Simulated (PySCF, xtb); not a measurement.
HSi, SMILES [SiH] (connectivity only; charge and spin as stated), neutral, multiplicity 2.

Harmonic wavenumbers (cm⁻¹) from GFN2-xTB (xtb) at its own minimum, in rising order: 1742.

Problem. What does r2SCAN-D4/def2-TZVPD in PySCF give at its own minimum? (The exact figures need the calculation; the answer reports its results.)

Solution. 2020. Paired by order, the mean absolute difference is 278 cm⁻¹ and the zero-point energies are 2.5 and 2.9 kcal/mol.
